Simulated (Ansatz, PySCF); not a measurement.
Gas-phase reaction (SMILES): CNB(O)O -> [NH]B(O)O + [CH3] (CH3); the C-N bond at the site shown breaks (other sites are not compared here).

Geometries: B3LYP-D3(BJ)/def2-TZVP minima from Ansatz (a first-principles code), one conformer each, not searched for the lowest. Correlated levels leave the core frozen unless marked. UHF or UKS for open shells. No spin-orbit coupling. Non-relativistic. Basis-set limits of correlation are two-point, X^-3; Hartree-Fock from the larger set. Thermal terms are rigid-rotor harmonic-oscillator values from B3LYP-D3(BJ) frequencies (Ansatz or PySCF) at 298.15 K and 1 atm. 1 Eh = 627.5095 kcal/mol.

```json
[
 {"species": "CNB(O)O", "E, CCSD(T)/CBS(aug-cc-pVTZ,aug-cc-pVQZ) (Ansatz) (Eh)": "-271.63756", "E, PBE/def2-TZVPD (Ansatz) (Eh)": "-271.69831", "H - E (Eh)": "0.09587"},
 {"species": "[NH]B(O)O", "E, CCSD(T)/CBS(aug-cc-pVTZ,aug-cc-pVQZ) (Ansatz) (Eh)": "-231.69676", "E, PBE/def2-TZVPD (Ansatz) (Eh)": "-231.75011", "H - E (Eh)": "0.05152"},
 {"species": "[CH3] (CH3)", "E, CCSD(T)/CBS(aug-cc-pVTZ,aug-cc-pVQZ) (Ansatz) (Eh)": "-39.77863", "E, PBE/def2-TZVPD (Ansatz) (Eh)": "-39.78820", "H - E (Eh)": "0.03371"}
]
```

Question: Work out ΔE and ΔH at 298.15 K at the first level, then ΔH at the second.

Answer: 
1. ΔE = [(-231.69676) + (-39.77863)] - [(-271.63756)] = 0.16217 Eh = 101.8 kcal/mol at CCSD(T)/CBS(aug-cc-pVTZ,aug-cc-pVQZ).
2. The terms H - E add up to -0.01064 Eh, so ΔH = (0.16217 + (-0.01064))×627.5095 = 95.1 kcal/mol.
3. At PBE/def2-TZVPD the same steps give ΔE = 100.4 and ΔH = 93.7 kcal/mol, a shift of -1.4 from the first level.
4. These values are not checked against measurement here, since the tables used lack a sound gas-phase enthalpy of formation for at least one species.
